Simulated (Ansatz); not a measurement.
Reaction (germylene formation by 1,1-elimination): `[F][GeH]([F])[SeH]` → `[F][Ge][F]` + H₂Se

Gas-phase electronic energies from Ansatz, PBE0-D4/def2-TZVP geometries. CCSD(T)/CBS adds triple-zeta CCSD(T) − MP2 to the extrapolated MP2 energy (def2 sets, frozen cores). Functionals use def2-TZVPP. B3LYP here is the variant with VWN-RPA as its local correlation; programs differ in this. HSE06 is defined as in plane-wave codes. For Ge, Se outer-core shells are correlated without core-valence functions, which leaves a few kJ/mol of doubt a bond. Scalar relativity is left out up to krypton. One conformer a species, not always the lowest.

`[F][GeH]([F])[SeH]`:

Z-matrix (Å, degrees):
```
Ge
F 1 1.725
Se 1 2.319 2 111.1
F 1 1.722 2 104.6 3 -113.1
H 1 1.529 2 107.0 3 130.6
H 3 1.470 1 90.6 2 75.4
```

`[F][Ge][F]`:

Z-matrix (Å, degrees):
```
Ge
F 1 1.745
F 1 1.745 2 97.2
```

H₂Se:

Cartesian coordinates in Å:
```
Se -0.580 -0.277 -0.235
H -0.159 1.085 0.111
H 0.739 -0.809 0.124
```

```
             level  ΔE (kcal/mol)  difference from CCSD(T)/CBS
        r2SCANh-D4           25.0                          3.7
          HSE06-D4           23.7                          2.4
          BHLYP-D4           22.5                          1.2
           ωB97X-V           22.5                          1.2
            revPBE           14.0                         -7.3
            r2SCAN           23.7                          2.4
             B3LYP           14.3                         -7.0
           r2SCANh           24.6                          3.3
             HSE06           22.3                          1.0
SCS-MP2/def2-QZVPP           22.8                          1.5
       CCSD(T)/CBS           21.3                            0
```

Largest T1 diagnostic among the species: 0.015.

From r2SCAN to r2SCAN0 (25 % exact exchange), in def2-TZVPP and without D4, ΔE moves by +2.3 kcal/mol. Leaving LDA and LC-ωPBE aside and taking each functional with its dispersion term where it has one, the values, not all of them listed here, spread over 14.9 kcal/mol, from BLYP-D4 to PBE-QIDH. LDA lies +7.7 kcal/mol from PBE without D4.
